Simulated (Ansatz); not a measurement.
`O=C=[N][Zr]([OH])([OH])[OH]`. The species carries charge 0 and has multiplicity 1. Zr takes the def2 core potential. All single points use the PBE0-D4/def2-TZVP geometry. It is one conformer, not always the lowest.

```xyz
10

O     3.297   -2.072   -0.683
C     2.323   -1.459   -0.480
N     1.325   -0.830   -0.272
Zr   -0.400    0.252    0.083
O    -0.974   -0.079    1.881
O    -0.019    2.114   -0.158
O    -1.746   -0.315   -1.156
H    -1.258   -0.015    2.787
H    -0.010    3.029   -0.419
H    -2.539   -0.625   -1.583
```

**Question.** What is the dipole moment at ωB97M-V/def2-TZVPP? (Estimate.)

**Answer.** Computed: 4.75 D, with components (-3.97, 2.49, 0.82) D in this frame, pointing from negative to positive charge.

**Question.** And with PBE, r2SCAN, B3LYP? (Best estimate.)

**Answer.** Computed: PBE 4.61 D, r2SCAN 4.66 D, B3LYP 4.71 D.

**Question.** Give the Mulliken charges with ωB97M-V, B3LYP, r2SCAN in def2-TZVPP. (Estimate.)

**Answer.** Computed: 
```json
{"atom": "O1", "ωB97M-V": "-0.27", "B3LYP": "-0.24", "r2SCAN": "-0.26"}
{"atom": "C2", "ωB97M-V": "0.25", "B3LYP": "0.18", "r2SCAN": "0.24"}
{"atom": "N3", "ωB97M-V": "-0.50", "B3LYP": "-0.46", "r2SCAN": "-0.51"}
{"atom": "Zr4", "ωB97M-V": "1.53", "B3LYP": "1.55", "r2SCAN": "1.57"}
{"atom": "O5", "ωB97M-V": "-0.50", "B3LYP": "-0.53", "r2SCAN": "-0.54"}
{"atom": "O6", "ωB97M-V": "-0.50", "B3LYP": "-0.53", "r2SCAN": "-0.54"}
{"atom": "O7", "ωB97M-V": "-0.50", "B3LYP": "-0.53", "r2SCAN": "-0.54"}
{"atom": "H8", "ωB97M-V": "0.17", "B3LYP": "0.18", "r2SCAN": "0.20"}
{"atom": "H9", "ωB97M-V": "0.17", "B3LYP": "0.18", "r2SCAN": "0.20"}
{"atom": "H10", "ωB97M-V": "0.17", "B3LYP": "0.18", "r2SCAN": "0.20"}
```

B3LYP here is the variant with VWN-RPA as its local correlation; programs differ in this.
